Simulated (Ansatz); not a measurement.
Born–Oppenheimer molecular dynamics of Cl2Ge2H4 (8 atoms, charge 0, multiplicity 1). It starts from a relaxed structure.

Theory: RKS B3LYP/def2-SVP (Ansatz 0.2.0).

```
ensemble                      : NVE (velocity Verlet)
time step                     : 0.5 fs
steps asked                   : 150
starting velocities drawn for : 500 K
masses                        : H 2.014 u
seed                          : 217708
```

First frame:

```xyz
8
Properties=species:S:1:pos:R:3
Ge -0.009 -0.053 0.005
Ge 0.007 0.002 2.450
H -1.435 -0.151 2.969
H 0.882 -1.153 2.975
H 0.592 1.355 2.888
Cl 2.038 0.227 -0.708
Cl -1.204 1.629 -0.716
H -0.552 -1.309 -0.705
```

How far do the bonds stretch over the last three quarters of this one trajectory? (Pairs bonded in most of those frames.)


| bond | mean (Å) | spread (Å) | shortest | longest |
| --- | --- | --- | --- | --- |
| Ge1–Ge2 | 2.410 | 0.015 | 2.39 | 2.44 |
| Ge1–Cl6 | 2.175 | 0.023 | 2.15 | 2.21 |
| Ge1–Cl7 | 2.216 | 0.067 | 2.10 | 2.29 |
| Ge1–H8 | 1.544 | 0.021 | 1.51 | 1.57 |
| Ge2–H3 | 1.547 | 0.013 | 1.52 | 1.57 |
| Ge2–H4 | 1.542 | 0.030 | 1.49 | 1.59 |
| Ge2–H5 | 1.542 | 0.020 | 1.51 | 1.57 |

Mean temperature of the second half: 221 K. The conserved energy stayed within 0.036 meV per atom of its start (net change 0.014 meV per atom), so the integration is sound. Over the second half the temperature averaged 0.44 of the 500 K drawn at the start: a run that starts near a minimum puts about half its kinetic energy into the potential. A run of 0.075 ps of so small a system gives no equilibrium averages.

Time of the run: 8.1 min on 2 threads of Arm Neoverse V2, with other jobs on the host, peak memory 0.34 GiB.
